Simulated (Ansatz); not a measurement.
C$_{3}$H$_{9}$NOSi (SMILES CO[Si]N(C)C), singlet, geometry from GFN2-xTB; HF/def2-SVPD run with Ansatz (a first-principles code).

The Ansatz input:
Ansatz 0.2 input:
```yaml
crystal:
  periodic: [false, false, false]
  atoms:
    - {symbol: Si, position_ang: [0.66585285, -0.81647299, 0.41387431]}
    - {symbol: O, position_ang: [1.67975413, 0.16179890, -0.37798739]}
    - {symbol: C, position_ang: [1.82912529, 1.30186349, -1.16694887]}
    - {symbol: H, position_ang: [1.55552104, 2.20251494, -0.60898914]}
    - {symbol: H, position_ang: [2.88082013, 1.37470845, -1.45550949]}
    - {symbol: H, position_ang: [1.21976546, 1.23626922, -2.07314499]}
    - {symbol: N, position_ang: [-0.96349627, -0.25905352, 0.33311116]}
    - {symbol: C, position_ang: [-1.48971047, 0.93308577, -0.28316100]}
    - {symbol: C, position_ang: [-1.99742845, -1.04497487, 0.95344332]}
    - {symbol: H, position_ang: [-2.20784807, 0.67903682, -1.07353401]}
    - {symbol: H, position_ang: [-2.01226479, 1.55223905, 0.45720077]}
    - {symbol: H, position_ang: [-0.68916716, 1.52161226, -0.71934749]}
    - {symbol: H, position_ang: [-2.51399330, -0.46782231, 1.72945529]}
    - {symbol: H, position_ang: [-2.74421656, -1.35960619, 0.21491934]}
    - {symbol: H, position_ang: [-1.55603407, -1.92919336, 1.40682946]}
basis:
  gaussian:
    orbitals: def2-SVPD
hamiltonian:
  xc: hf
```

Predict the main parts of the log of this Ansatz run.


```
Functional definition: HF
1951 factors; their error is unknown
mean field evaluation 1: about -14603.6281 eV, gradient 3.9e1 eV
mean field evaluation 2: about -14606.5835 eV, gradient 2.2e1 eV
mean field evaluation 4: about -14607.6028 eV, gradient 7.9e-1 eV
mean field evaluation 8: about -14607.9997 eV, gradient 4.0e-1 eV
mean field -14607.99995615 eV, -536.8340967305 hartree, gradient 3.0e-5 eV, S^2 0.000000; 0 other end points of the search recorded, 0 dependent functions left out
reference -14607.99995615 eV, -536.8340967305 hartree; 28, 28 occupied and 171, 171 virtual orbitals, 1951 factors
Total energy: -14607.99995615 eV, -536.8340967305 hartree
```
